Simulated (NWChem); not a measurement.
Molecule: ReF6, doublet; SMILES [F][Re]([F])([F])([F])([F])[F]

In the optimisation the excess spin sits in ag (Ci, its own frame). No frequency run checked for a minimum. def2 effective core potentials on Re; no spin-orbit coupling.

Problem. Give the equilibrium geometry at PBE0/def2-SVP with def2 effective core potentials on Re, spin-unrestricted (NWChem) as an XYZ file, with the point group.

Solution. point group C2h; any orientation.
```
7

Re     0.0000     0.0000     0.0000
F     -1.3177    -0.8294     0.9738
F      1.3177     0.8294    -0.9738
F     -1.3176     0.8290    -0.9741
F     -0.0004     1.4494     1.1226
F      0.0004    -1.4494    -1.1226
F      1.3176    -0.8290     0.9741
```
